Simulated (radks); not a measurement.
The numbers below are computed, except where a source is named.
How relativity changes the ionisation of the mercury ion Hg2+ ([Xe] 4f14 5d10) to Hg3+ ([Xe] 4f14 5d9). Spin-unpolarised spherical Kohn-Sham, PBEsol, point nucleus unless stated (finite: rms radius 5.4648 fm), a radial shooting solver on a logarithmic mesh with Libxc functionals. A level marked "c x" has the speed of light scaled by that factor and shares open shells by 2j + 1; other Dirac levels either fill j = l - 1/2 first or share by 2j + 1.

level                               E(Hg2+) (hartree)  E(Hg3+) (hartree)  IE (eV)   HOMO  <r> HOMO (bohr)
non-rel.                                  -18407.4064        -18406.0657   36.485     5d            1.420
scalar-rel.                               -19616.2544        -19614.9478   35.555     5d            1.441
scalar-rel., finite nucleus               -19611.5234        -19610.2168   35.556     5d            1.441
Dirac, 2j+1 shares                        -19655.6677        -19654.3609   35.560  5d5/2            1.464
Dirac, low j first                        -19655.6677        -19654.3914   34.729  5d5/2            1.464
Dirac, 2j+1 shares, finite nucleus        -19650.8801        -19649.5732   35.561  5d5/2            1.464
Dirac, c x 0.85                           -20296.9043        -20295.6088   35.252  5d5/2            1.484
Dirac, c x 5                              -18449.2600        -18447.9206   36.445  5d5/2            1.421
Dirac, c x 10                             -18417.8203        -18416.4799   36.475  5d5/2            1.420

NIST Atomic Spectra Database: 34.49 eV (measured). The relativistic part of the total energy of Hg2+ is -1243 hartree (Dirac, 2j+1 shares, finite nucleus), 6.8 % of the non-relativistic value. Spin polarisation and multiplet splitting of open shells are left out at every level.

Beside tabulated values, note that relativity, absent from the non-relativistic runs, is large for the heavy elements, and spin-unpolarised runs miss the spin-polarisation part of the exchange energy of open shells.
